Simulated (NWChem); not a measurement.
CH₇FSi₂; SMILES FC([SiH3])[SiH3]

Computed with NWChem. Medium grid unless said otherwise, to which SCAN and Minnesota functionals are sensitive. Coordinates come from a PBE0/def2-SVP optimisation.

For level M06/def2-SVP:

| Property | Value |
|---|---|
| highest occupied level (eV) | -8.29 |
| orbital gap (eV) | 8.82 |

How do the values read with level r2SCAN0/def2-SVP instead?


| Item | Result |
|---|---|
| highest occupied level (eV) | -8.52 |
| orbital gap (eV) | 9.15 |
